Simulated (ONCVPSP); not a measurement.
Cutoff test, oxygen, ONCV

| Quantity | Value |
| --- | --- |
| Element | oxygen |
| Generator | ONCVPSP 4.0.1 |
| Type | optimised norm-conserving Vanderbilt (ONCV) |
| Functional | LDA (Perdew-Zunger) |
| Relativity | scalar-relativistic |
| Frozen core | [He] |
| Valence charge | 6 |
| Reference configuration | 2s1.5 2p4.5 |
| Partial waves | 2s: rc 0.80 bohr, ncon 4, nbas 7, qcut 8.9 1/bohr, 3 projectors, debl 2.9 Ha; 2p: rc 1.45 bohr, ncon 4, nbas 7, qcut 9.6 1/bohr, 1 projector; d scattering state at 0.16 Ha: rc 1.30 bohr, ncon 4, nbas 8, qcut 6.4 1/bohr, 2 projectors, debl 3.4 Ha |
| Local potential | polynomial inside 0.75 bohr (lpopt 5, dvloc0 0 Ha) |
| Core correction | none |

**Question.** For each optimised wave give the share of its norm inside rc, the residual kinetic energy above qcut (Ha) and the cutoffs (Ha) for errors of 10, 1, 0.1 and 0.01 mHa per electron.

**Answer.**

| wave | norm inside rc | residual KE | 10 mHa | 1 mHa | 0.1 mHa | 0.01 mHa |
| --- | --- | --- | --- | --- | --- | --- |
| 2s | 0.274 | 1.1e-03 | 27.6 | 40.6 | 146.1 | 185.7 |
| s projector 2 | 0.050 | 4.7e-04 | 21.4 | 35.3 | 115.7 | 255.6 |
| s projector 3 | 0.060 | 1.5e-03 | 28.3 | 42.0 | 286.5 | 369.6 |
| 2p | 0.687 | 1.1e-06 | 24.5 | 31.8 | 37.3 | 42.0 |
| d projector 1 | 0.001 | 8.7e-07 | 0.4 | 1.3 | 5.2 | 12.3 |
| d projector 2 | 0.228 | 5.3e-03 | 17.8 | 25.9 | 52.9 | 124.9 |

The occupied waves need 41 Ha and 146 Ha for 1 and 0.1 mHa. Rows with under 1 % of the norm inside rc give no meaningful cutoff. Note: ghosts flagged at negative energy: s at -368.1 eV; GHOST(+) flags only above 600 eV. A true bound ghost makes a file unfit for plane-wave use.
